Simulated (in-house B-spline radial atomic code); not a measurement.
## Se IV (Se3+): [Ne] 3s2 3p5 3d10 4s2 4p1 5p1 (an excited or competing configuration)

Method: non-relativistic LC-wPBE, spin-polarised, spherical fractional occupations, point nucleus. Calculated with an all-electron radial atomic-structure program (B-spline basis).

Screening seen three ways: the hydrogenic charge with the same mean radius, Z_r = [3n² - l(l+1)]/(2<r>), the one with the same energy, Z_e = n√(-2ε), and Slater's rules. Values are occupation-weighted means over spin.

```tsv
shell	electrons	ε (eV)	<r> (bohr)	Z_r	Z_e	Slater
1s	2	-12374	0.04498	33.34	30.16	33.70
2s	2	-1629.8	0.1999	30.02	21.89	29.85
2p	6	-1470.7	0.1727	28.96	20.79	29.85
3s	2	-269.96	0.5793	23.31	13.36	23.10
3p	5	-213.58	0.5862	21.32	11.89	23.10
3d	10	-117.06	0.6023	17.43	8.80	13.85
4s	2	-62.315	1.565	15.33	8.56	8.85
4p	1	-43.568	1.746	13.17	7.16	8.85
5p	1	-16.934	4.059	8.99	5.58	4.45
```

The least bound orbital is 5p up at -16.93 eV, and it is also the most diffuse (<r> = 4.059 bohr). The part-filled 3p shell lies below the filled 4s shell in orbital energy.

The density falls to 0.001 bohr⁻³ at 4.68 bohr; Σ<r²> = 34.878 bohr² gives, by the non-relativistic formula and without the paramagnetism of open shells, a Langevin diamagnetic susceptibility of -27.62×10⁻⁶ cm³/mol.

Caution: exact exchange at fractional occupations of open shells leaves self-interaction of up to several eV.
